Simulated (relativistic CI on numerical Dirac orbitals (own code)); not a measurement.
Computed by Dirac-Coulomb-Breit CI, KLI orbitals optimised for each configuration, model QED (radiative potential, 1s self-energy scaled to tabulated hydrogen-like ionisation energies), unscaled Slater integrals (own radial code, finite nucleus).

The strongest absorption lines from the ground level of an ion, among the configurations computed and to levels below about 64100 eV (vacuum wavelength in Å, gf): 0.1934 (0.0093), 0.1957 (0.016), 0.2001 (0.034), 0.2006 (0.015), 0.2104 (0.092), 0.2116 (0.042), 0.2462 (0.45), 0.2519 (0.24).

Q: Which ion is it?
A. Er LXV
B. Er LXVII
C. W LXXIII
D. Sm LXI

A: B. Er LXVII has 2 electrons and the ground level 1s² ¹S0; the strongest line goes to 1s2p ¹P°1. The pattern of lines fixes the number of electrons, and along that sequence the line energies rise steadily with the charge (about as its square where n changes within one kind of shell, about linearly where n is kept but much faster in heavy ions where fine structure, which grows about as Z⁴, sets the gap, and irregularly where shells cross), which fixes Z. Configurations outside the model, such as inner-shell arrays, can give stronger lines. At this charge energies of transitions that change n are usually good to better than 1 %, and those within a shell (Δn = 0) to a few per cent.

LS names give the leading component of a level, which can be under half, so a name can repeat, a term be missing and a line seem to break the LS rules.
